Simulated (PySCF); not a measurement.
Al(H)(OMe)2, SMILES C[O][AlH][O]C (C2H7AlO2), PBE0/def2-SVP optimised geometry. Atoms within 1.6 Å of the plane z = 0.0 Å (x, y, z in Å): Al1 (-0.98, 0.92, 0.00), H2 (-1.72, 2.30, 0.00), O3 (-1.92, -0.49, 0.00), C4 (-1.91, -1.87, 0.00), H5 (-2.52, -2.27, -0.84), H6 (-0.90, -2.30, -0.10), H7 (-2.35, -2.27, 0.93), O8 (0.70, 0.92, 0.00), C9 (1.86, 0.15, 0.01), H10 (1.66, -0.93, 0.12), H11 (2.43, 0.29, -0.92), H12 (2.52, 0.45, 0.85).

Computed with PBE0/def2-TZVP (PySCF 2.14.0). Cells within 0.4 Å of a nucleus heavier than hydrogen are left out (blank, or x).

Map of the electron localisation function on the plane z = 0.0 Å:

```
|0000000000000000000000000000000|
|0000000000000000000000000000000|
|0000000000000000000000000000000|
|0000000013431000000000000000000|
|0000000589998300000000000000000|
|0000005999999710000000000000000|
|0000039999999910000000000000000|
|0000069999999910001100000000000|
|0000069999999810134310000000000|
|0000049999999501467510000000000|
|0000015999940004788720000000000|
|0000000267127406888720111000000|
|00000000000xxx07xxx743442100000|
|000000011107x8088xx844663100000|
|00000245664010178777xx564100000|
|00001468878730145444xx342100000|
|000014788xx87201113886421000000|
|000002588xx86200007999720000000|
|0000001478862000029999830000000|
|0000000257742100029999950000000|
|000001242xx78871007999950000000|
|000002463xx99997001899830000000|
|0000024662599999100145200000000|
|0000013443599999300000000000000|
|0000001221269999300000000000000|
|0000000000027996100000000000000|
|0000000000002431000000000000000|
|0000000000000000000000000000000|
|0000000000000000000000000000000|
|0000000000000000000000000000000|
|0000000000000000000000000000000|
```
Scale: ten equal steps from 0.000 (start of '0') to 1.00 (end of '9'), in the order '0123456789'; x runs from -5.00 to 5.00, y from -5.00 (bottom) to 5.00 (top).
